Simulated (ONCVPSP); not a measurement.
Building the ONCV potential for Co (PBE, scalar-relativistic).

Input for ONCVPSP 4.0.1:

```
# ATOM AND REFERENCE CONFIGURATION
# atsym  z   nc   nv     iexc    psfile
  Co 27.00    3    4        4      upf
#
#   n    l    f
    1    0    2.00
    2    0    2.00
    2    1    6.00
    3    0    2.00
    3    1    6.00
    3    2    7.00
    4    0    2.00
#
# PSEUDOPOTENTIAL AND OPTIMIZATION
# lmax
    2
#
#   l,   rc,      ep,       ncon, nbas, qcut
    0    1.35    0.00    4    7    7.90
    1    1.10    0.00    5    8   12.00
    2    0.80    0.00    5    9   12.80
#
# LOCAL POTENTIAL
# lloc, lpopt,  rc(5),   dvloc0
    4    5    0.65    6.00
#
# VANDERBILT-KLEINMAN-BYLANDER PROJECTORs
# l, nproj, debl
    0    3    2.70
    1    2    3.80
    2    1    3.80
#
# MODEL CORE CHARGE
# icmod, fcfact, rcfact
    3    1.50    1.05
#
# LOG DERIVATIVE ANALYSIS
# epsh1, epsh2, depsh
   -5.00    5.00    0.04
#
# OUTPUT GRID
# rlmax, drl
    6.00    0.01
#
# TEST CONFIGURATIONS
# ncnf
    4
# nvcnf
#   n    l    f
    4
    3    0    2.00
    3    1    6.00
    3    2    7.00
    4    0    1.00
#
    4
    3    0    2.00
    3    1    6.00
    3    2    7.00
    4    0    0.00
#
    4
    3    0    2.00
    3    1    6.00
    3    2    6.00
    4    0    0.00
#
    5
    3    0    2.00
    3    1    6.00
    3    2    7.00
    4    0    1.00
    4    1    1.00
#
```

Command:

```bash
oncvpsp.x < Co.dat > Co.out
```

The program printed (shortened: citation, most of the input echo, consistency checks and plot data are left out):

```
ONCVPSP  (Optimized Norm-Conservinng Vanderbilt PSeudopotential)
scalar-relativistic version 4.0.1

#   n    l    f        energy (Ha)
    1    0    2.00    -2.7904129E+02
    2    0    2.00    -3.3037771E+01
    2    1    6.00    -2.8294827E+01
    3    0    2.00    -3.7633027E+00
    3    1    6.00    -2.4121014E+00
    3    2    7.00    -3.0149814E-01
    4    0    2.00    -2.0102196E-01

Reference configufation results
  iterations    28
  all-electron total energy (Ha)   -1.39314596D+03

Begin loop to  construct optimized pseudo wave functions
and semi-local pseudopoentials for all angular momenta

   Wellstate for l =  0  n =  6
     eigenvalue =   2.4990
     asymptotic potential =   2.9990
     half-point radius =  3.6978

Calculating optimized projector #   1

 for l=   0

    Fraction of norm inside rc  0.958635
    Optimizing pswf for qcut=   7.90 a_B^-1,  ecut=  31.20 Ha
    Residual kinetic energy error=  3.14D-05 Ha

    Energy error per electron        Cutoff
         Ha          eV             Ha
         0.01000     0.27211       10.00
         0.00100     0.02721       21.17
         0.00010     0.00272       27.95
         0.00001     0.00027       60.44

Calculating optimized projector #   2

 for l=   0

    Fraction of norm inside rc  0.045558
    Optimizing pswf for qcut=   7.90 a_B^-1,  ecut=  31.20 Ha
    Residual kinetic energy error=  3.73D-05 Ha

    Energy error per electron        Cutoff
         Ha          eV             Ha
         0.01000     0.27211        7.56
         0.00100     0.02721       17.69
         0.00010     0.00272       27.94
         0.00001     0.00027       51.36

Calculating optimized projector #   3

 for l=   0

    Fraction of norm inside rc  0.063401
    Optimizing pswf for qcut=   7.90 a_B^-1,  ecut=  31.20 Ha
    Residual kinetic energy error=  1.67D-04 Ha

    Energy error per electron        Cutoff
         Ha          eV             Ha
         0.01000     0.27211        9.30
         0.00100     0.02721       24.77
         0.00010     0.00272       33.06
         0.00001     0.00027       58.52

   Wellstate for l =  1  n =  5
     eigenvalue =   1.3879
     asymptotic potential =   1.8879
     half-point radius =  3.5798

Calculating optimized projector #   1

 for l=   1

    Fraction of norm inside rc  0.823714
    Optimizing pswf for qcut=  12.00 a_B^-1,  ecut=  71.97 Ha
    Residual kinetic energy error=  1.58D-05 Ha

    Energy error per electron        Cutoff
         Ha          eV             Ha
         0.01000     0.27211       27.81
         0.00100     0.02721       34.67
         0.00010     0.00272       58.13
         0.00001     0.00027       95.23

Calculating optimized projector #   2

 for l=   1

    Fraction of norm inside rc  0.037308
    Optimizing pswf for qcut=  12.00 a_B^-1,  ecut=  71.97 Ha
    Residual kinetic energy error=  3.91D-06 Ha

    Energy error per electron        Cutoff
         Ha          eV             Ha
         0.01000     0.27211       22.13
         0.00100     0.02721       30.19
         0.00010     0.00272       38.03
         0.00001     0.00027       65.75

Calculating optimized projector #   1

 for l=   2

    Fraction of norm inside rc  0.408150
    Optimizing pswf for qcut=  12.82 a_B^-1,  ecut=  82.23 Ha
    Residual kinetic energy error=  2.00D-02 Ha

    Energy error per electron        Cutoff
         Ha          eV             Ha
         0.01000     0.27211       97.21
         0.00100     0.02721      401.99
         0.00010     0.00272      468.99
         0.00001     0.00027      510.89

Construct Vanderbilt / Kleinmman-Bylander projectors

B matrix Hermiticity error, ll=   0
   1   2    3.5247E-04
   1   3    6.4732E-04
   2   3   -8.7497E-05

  Orthonormal projector coefficients  2.3270E+01  7.1113E+00  1.3239E+00

B matrix Hermiticity error, ll=   1
   1   2   -4.2013E-04

  Orthonormal projector coefficients  9.7971E+00  1.6504E+00

Model core correction analysis
  based on d2Exc/dn_idn_j

d2excae - all-electron derivatives

   -4.339375D-02   -4.017488D-02   -2.886895D-02   -1.929596D-03
   -4.017511D-02   -3.846471D-02   -2.849927D-02   -2.298839D-03
   -2.886939D-02   -2.849953D-02   -2.608453D-02   -6.826850D-03
   -1.929424D-03   -2.298500D-03   -6.825291D-03   -3.164991D-02

d2excps - pseudofunction derivatives with no core correction

   -5.198980D-02   -4.058285D-02   -3.159716D-02   -2.642367D-03
   -4.058400D-02   -3.956281D-02   -3.146306D-02   -2.298655D-03
   -3.159827D-02   -3.146327D-02   -2.818718D-02   -6.940501D-03
   -2.642423D-03   -2.298311D-03   -6.938947D-03   -3.169496D-02

rms 2nd derivative error    2.661702E-03

rmatch, rhocmatch    0.3804   61.9953

Teter function model core charge with specified parameters

d2excps - pseudofunction derivatives with core correction

   -4.459386D-02   -3.991785D-02   -3.163070D-02   -2.142322D-03
   -3.991792D-02   -3.929347D-02   -3.126356D-02   -2.255889D-03
   -3.163098D-02   -3.126376D-02   -2.796258D-02   -6.945576D-03
   -2.142159D-03   -2.255544D-03   -6.944022D-03   -3.166111D-02

rms 2nd derivative error    1.509238E-03

Pseudoatom total energy -145.907932

Diagnostic tests using Vanderbilt-Kleinman-Bylander pseudopotentials
  1 or more projectors used as specified by nproj input data

   l    rcore       rmatch      e in        delta e   norm test  slope test

   0   1.3521540   1.3932083  -3.7633027   0.0000052   1.0002077   1.0001898
   0   1.3521540   1.3932083  -0.2010220   0.0000045   1.0000397   1.0000316
   0   1.3521540   1.3932083   2.4989780   0.0000806   1.0002876   1.0002876

   1   1.1033030   1.1368017  -2.4121014  -0.0000096   1.0001678   1.0001952
   1   1.1033030   1.1368017   1.3878986   0.0000734   1.0004232   1.0004232

   2   0.8035295   0.8279264  -0.3014981   0.0000491   1.0000234   1.0000094

 Testing for bound ghosts
   n   l    E NL Schr. Eq   E Basis Diag.   E Cutoff

   1   0       -3.763298       -3.763273    144.59
   2   0       -0.201017       -0.080377    144.59

   2   1       -2.412111       -2.411907    249.02

   3   2       -0.301449       -0.225945    532.16

 Testing for highly-localized positive-energy ghosts
       l    <radius>/rc     E Basis Diag.   E Cutoff

       0        0.816537       22.995801    144.59  WARNING - GHOST(+)

Test configuration 0

   n   l     f        eae           eps        diff
   1   0  2.0000 -279.04129361
   2   0  2.0000  -33.03777093
   2   1  6.0000  -28.29482653
   3   0  2.0000   -3.76330270   -3.76329751    5.19D-06
   3   1  6.0000   -2.41210144   -2.41211101   -9.58D-06
   3   2  7.0000   -0.30149814   -0.30144902    4.91D-05
   4   0  2.0000   -0.20102196   -0.20101748    4.48D-06

    Total energies and differences
      AE_ref= -1.39314596D+03  AE_tst= -1.39314596D+03  dif=  0.00D+00
      PS_ref= -1.45907932D+02  PS_tst= -1.45907932D+02  dif= -7.96D-13
      PSP excitation error=  7.96D-13

Test configuration 1

   n   l     f        eae           eps        diff
   1   0  2.0000 -279.36759378
   2   0  2.0000  -33.35691557
   2   1  6.0000  -28.61456758
   3   0  2.0000   -4.08745788   -4.08721901    2.39D-04
   3   1  6.0000   -2.73676600   -2.73665099    1.15D-04
   3   2  7.0000   -0.62324404   -0.62326276   -1.87D-05
   4   0  1.0000   -0.46903058   -0.46899610    3.45D-05

    Total energies and differences
      AE_ref= -1.39314596D+03  AE_tst= -1.39281409D+03  dif=  3.32D-01
      PS_ref= -1.45907932D+02  PS_tst= -1.45576048D+02  dif=  3.32D-01
      PSP excitation error= -1.67D-05

Test configuration 2

   n   l     f        eae           eps        diff
   1   0  2.0000 -279.74961545
   2   0  2.0000  -33.72818336
   2   1  6.0000  -28.98672406
   3   0  2.0000   -4.46431717   -4.46391723    4.00D-04
   3   1  6.0000   -3.11384592   -3.11359467    2.51D-04
   3   2  7.0000   -0.99457889   -0.99473550   -1.57D-04

    Total energies and differences
      AE_ref= -1.39314596D+03  AE_tst= -1.39219723D+03  dif=  9.49D-01
      PS_ref= -1.45907932D+02  PS_tst= -1.44959192D+02  dif=  9.49D-01
      PSP excitation error= -1.66D-05

Test configuration 3

   n   l     f        eae           eps        diff
   1   0  2.0000 -280.48161099
   2   0  2.0000  -34.48219464
   2   1  6.0000  -29.73874515
   3   0  2.0000   -5.17238321   -5.17555887   -3.18D-03
   3   1  6.0000   -3.81319088   -3.81377766   -5.87D-04
   3   2  6.0000   -1.65982375   -1.65991789   -9.41D-05

    Total energies and differences
      AE_ref= -1.39314596D+03  AE_tst= -1.39087905D+03  dif=  2.27D+00
      PS_ref= -1.45907932D+02  PS_tst= -1.43640782D+02  dif=  2.27D+00
      PSP excitation error= -2.40D-04

Test configuration 4

   n   l     f        eae           eps        diff
   1   0  2.0000 -279.10994443
   2   0  2.0000  -33.10266770
   2   1  6.0000  -28.35994905
   3   0  2.0000   -3.83167506   -3.83169326   -1.82D-05
   3   1  6.0000   -2.48066736   -2.48065160    1.58D-05
   3   2  7.0000   -0.36797072   -0.36798000   -9.28D-06
   4   0  1.0000   -0.24338002   -0.24336814    1.19D-05
   4   1  1.0000   -0.07788095   -0.07787407    6.88D-06

    Total energies and differences
      AE_ref= -1.39314596D+03  AE_tst= -1.39298606D+03  dif=  1.60D-01
      PS_ref= -1.45907932D+02  PS_tst= -1.45748025D+02  dif=  1.60D-01
      PSP excitation error= -1.24D-05
```

The run took about 5.1 s on one core of a shared server CPU.
